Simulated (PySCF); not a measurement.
disiloxane (H6OSi2), SMILES [SiH3]O[SiH3]. Heavy atoms are numbered as in [SiH3:1][O:2][SiH3:3]. Hydrogens are named by the atom that carries them.

Geometry optimised at PBE0-D3(BJ)/def2-SVP.

Method: PBE/pcSseg-1 (PySCF).

GIAO shieldings, no solvent; atoms alike by connectivity are averaged. δ = σ(ref) − σ: ²⁹Si against TMS (σ = 335.4 ppm); ¹⁷O against H2O (σ = 334.3 ppm); ¹H against TMS (σ = 31.49 ppm), references at their B3LYP-D3(BJ)/def2-TZVP geometries, non-relativistic.

```tsv
nucleus	atoms	count	δ (ppm)
²⁹Si	Si1 (SiH3)	2	-36.4
¹⁷O	O2	1	1.7
¹H	H on Si1	6	5.50
```
